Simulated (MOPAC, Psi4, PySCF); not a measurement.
Approach curve of the dimer HBr ··· CH3F (SMILES Br and CF), singlet. Monomers: optimised at B3LYP-D3(BJ) (def2-TZVP), held rigid. Orientation: a random orientation, not optimised. The monomers approach along the line of their centres of mass (distance R); nothing else relaxes.

Geometry at R = 3.86 Å (first 2 atoms: monomer A):
```
7

Br     0.7124     0.0000     0.0000
H     -0.7124     0.0000     0.0000
C     -0.7807     2.3203    -3.3549
F     -1.3720     1.7635    -2.2278
H      0.1426     1.7811    -3.5705
H     -1.4714     2.2320    -4.1946
H     -0.5642     3.3707    -3.1561
```

- AM1, restricted, heats of formation (MOPAC)
- RKS-B3LYP/LANL2DZ = restricted B3LYP/LANL2DZ, with its core potentials past Ne, no counterpoise correction in PySCF
- wB97X-D/def2-TZVP, counterpoise-corrected (Psi4)

Interaction energies in kJ/mol:

```json
[
 {"R / Å": "3.26", "AM1": "11.67", "RKS-B3LYP/LANL2DZ": "1.13"},
 {"R / Å": "3.45", "AM1": "2.24", "RKS-B3LYP/LANL2DZ": "-3.65"},
 {"R / Å": "3.65", "AM1": "-1.26", "RKS-B3LYP/LANL2DZ": "-5.37"},
 {"R / Å": "3.86", "AM1": "-2.12", "RKS-B3LYP/LANL2DZ": "-5.54"},
 {"R / Å": "4.08", "AM1": "-2.17", "RKS-B3LYP/LANL2DZ": "-5.01"},
 {"R / Å": "4.25", "AM1": "-2.08", "RKS-B3LYP/LANL2DZ": "-4.46"},
 {"R / Å": "4.55", "AM1": "-1.88", "RKS-B3LYP/LANL2DZ": "-3.53"},
 {"R / Å": "4.87", "AM1": "-1.64", "RKS-B3LYP/LANL2DZ": "-2.76"},
 {"R / Å": "5.39", "AM1": "-1.27", "RKS-B3LYP/LANL2DZ": "-1.96"},
 {"R / Å": "6.04", "AM1": "-0.91", "RKS-B3LYP/LANL2DZ": "-1.36"},
 {"R / Å": "7.07", "AM1": "-0.56", "RKS-B3LYP/LANL2DZ": "-0.82"},
 {"R / Å": "8.37", "AM1": "-0.33", "RKS-B3LYP/LANL2DZ": "-0.48"}
]
```

What does wB97X-D/def2-TZVP give at the same points?

3.26: 4.60; 3.45: -0.94; 3.65: -3.37; 3.86: -4.11; 4.08: -4.04; 4.25: -3.76; 4.55: -3.13; 4.87: -2.48; 5.39: -1.66; 6.04: -1.05; 7.07: -0.59; 8.37: -0.32 (kJ/mol).
